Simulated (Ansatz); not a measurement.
Harmonic frequencies (cm⁻¹) at PBE0-D4/def2-TZVP from Ansatz: 92, 138, 167, 195, 250, 483, 578, 622, 686, 730, 778, 805, 882, 902, 935, 952, 1132, 1176, 1276, 1424, 1448, 1452, 2195, 2200, 2698, 3054, 3069, 3122, 3137, 3146.

Each molecule was computed in one conformer, which needn't be the lowest.

(1) Which molecule is it?
A. `CC[SiH2]S`
B. `C[SiH2]CS`
C. `CCS[SiH3]`
D. `[SiH3]CCS`

## Answers

(1) B.
